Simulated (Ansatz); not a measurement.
C4H6ClN2Pd (SMILES CC#[N]->[Pd+]([Cl])<-[N]#CC), charge +1, singlet, at a GFN2-xTB geometry (such geometries of metal compounds can be far from the true shape) (the multiplicity is a formal guess) (core potentials on Pd). Base run: Ansatz (a program for electronic structure) with R2SCAN/def2-SV(P).

Here is a job for Ansatz.
Ansatz 0.2 input:
```yaml
crystal:
  periodic: [false, false, false]
  atoms:
    - {symbol: Pd, position_ang: [-0.35637324, 0.01987576, 0.12555418]}
    - {symbol: Cl, position_ang: [1.70157818, -0.08856845, -0.59531569]}
    - {symbol: C, position_ang: [0.91244756, -2.41756458, 3.64946867]}
    - {symbol: C, position_ang: [0.47059379, -1.64451613, 2.55105356]}
    - {symbol: N, position_ang: [0.10048793, -1.01478026, 1.65948693]}
    - {symbol: H, position_ang: [1.35811432, -1.76683907, 4.40358317]}
    - {symbol: H, position_ang: [1.66151121, -3.13512869, 3.31009091]}
    - {symbol: H, position_ang: [0.07403315, -2.95776244, 4.09176749]}
    - {symbol: C, position_ang: [-1.33507777, 2.43348223, -3.50559061]}
    - {symbol: C, position_ang: [-1.06675793, 1.67400875, -2.34345676]}
    - {symbol: N, position_ang: [-0.85896022, 1.05539646, -1.39344341]}
    - {symbol: H, position_ang: [-0.60302534, 2.18597443, -4.27633716]}
    - {symbol: H, position_ang: [-1.26632658, 3.49827300, -3.27718291]}
    - {symbol: H, position_ang: [-2.33589425, 2.21008696, -3.87820079]}
basis:
  gaussian:
    orbitals: def2-SV_P_.json
hamiltonian:
  xc: r2scan
total_charge: 1
```
The basis file holds def2-SV(P) in the JSON format of the Basis Set Exchange.

The base run was repeated with changes; each row names its change, and settings that it needs were set with it.

| change | ΔE vs base (mEh) |
|---|---|
| base | 0.000 |
| final_grid = 14, 28, 59 | -0.002 |
| final_grid = 4, 8, 17 | -8.869 |
| final_grid = 6, 12, 29 | ___ |
| point_charge = charge:0.5 position_ang:-5.389, -6.0351, -0.2009 | 30.690 |
| fitting.mean_field = def2-universal-JKFIT | -0.087 |
| lower_state_search = light | 0.000 |
| nuclear_model = gaussian | ___ |
| point_charge = charge:1.0 position_ang:-4.8452, -6.4746, 0.0082 | 61.348 |
| accuracy = high | 0.003 |
| lower_state_search = full | 0.000 |

Some entries are withheld; supply them.


- final_grid = 6, 12, 29, ΔE vs base (mEh): 0.541
- nuclear_model = gaussian, ΔE vs base (mEh): 0.430
